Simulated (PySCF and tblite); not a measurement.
Results of a calculation; reference values are marked as such.
C5H7NSSi, numbered as in [CH2:1]=[CH:2][c:3]1[n:4][s:5][cH:6][c:7]1[SiH3:8].

Level: PBE0-D3(BJ)/pcSseg-1 (IEF-PCM, acetonitrile)//GFN2-xTB, thermal terms from GFN2-xTB, symmetry numbers and mirror pairs counted. Conformers within 2.5 kcal/mol (GFN2-xTB free energy) were kept, 3 at most. Of two unlike H on one atom, a is the less shielded (PBE0/pcSseg-1 (IEF-PCM, acetonitrile)). Run with PySCF (density fitting) and tblite.

An NOE distance is ⟨r⁻⁶⟩^(−1/6) over all pairs of like atoms and, for the average, over conformers.

Torsions listed: C1–C2–C3–N4. Of a mirror pair one member is shown.

| conformer | shape | weight % |
| --- | --- | --- |
| 1 | 0° | 68.6 |
| 2 | 162° | 31.4 |

Question: Which H–H contacts under 3.5 Å would NOEs report (pairs on one atom left out) at 298.15 K?

Answer: 
| pair | in 1 (Å) | in 2 (Å) | average (Å) |
| --- | --- | --- | --- |
| H1b ··· H2 | 2.46 | 2.43 | 2.45 |
| H1a ··· H2 | 3.06 | 3.07 | 3.06 |
| H2 ··· H8 | 2.98 | 4.93 | 3.16 |
| H1a ··· H8 | 5.73 | 2.70 | 3.27 |
| H6 ··· H8 | 3.37 | 3.25 | 3.33 |

Longer pairs under the limit may be missing.


Conformer gaps in pcSseg-1 on xTB geometries can be 2 kcal/mol off for S=O, P=O and other polar bonds.